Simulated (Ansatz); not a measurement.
Species: YCl2 (charge +1, singlet). 
Coordinates optimised at B3LYP-D3(BJ)/def2-TZVP (Ansatz, a program for electronic structure):
```
Y
Cl 1 2.3557
Cl 1 2.3557 2 111.74
```
Charge +1, spin multiplicity 1.

Total electronic energies in hartree. Cores are frozen in the correlated levels unless marked. Spin-orbit coupling is left out. Frozen are the shells of the preceding noble gas and the d and f shells that filled before the atom's block. In def2 rows, elements after Kr have scalar-relativistic effective core potentials. STO-3G rows are all-electron and non-relativistic. CBS marks a two-point X^-3 extrapolation of the correlation energy; Hartree-Fock from the larger set.

```
level                                        program  energy (Eh)
------------------------------------  --------------  -----------
RI-HF/def2-TZVPPD                             Ansatz   -956.85368
PBE-D4/def2-TZVPD                     Ansatz + dftd4   -958.28396
revPBE/def2-TZVPD                             Ansatz   -958.51686
BHLYP-D3(BJ)/def2-TZVPD               Ansatz + dftd3   -958.58824
r2SCAN0/def2-TZVPD                            Ansatz   -958.57432
CAM-B3LYP-D3(BJ)/def2-TZVPD           Ansatz + dftd3   -958.64302
LC-wPBE/def2-TZVPD                            Ansatz   -958.41081
wB97X-V/def2-TZVPD                            Ansatz   -958.48895
B2GP-PLYP/def2-TZVPD                          Ansatz   -958.13097
B2PLYP-D3(BJ)/def2-TZVPD              Ansatz + dftd3   -958.25962
MP2/def2-SVP                                  Ansatz   -956.83746
RI-MP2/def2-TZVPP                             Ansatz   -957.27338
RI-MP2/def2-QZVPP                             Ansatz   -957.34316
SCS-MP2/STO-3G                                Ansatz  -4206.72890
CCSD(T)/CBS(def2-TZVPPD,def2-QZVPPD)          Ansatz    -957.4248
```

Totals of different functionals don't rank their quality; only differences between species are comparable.
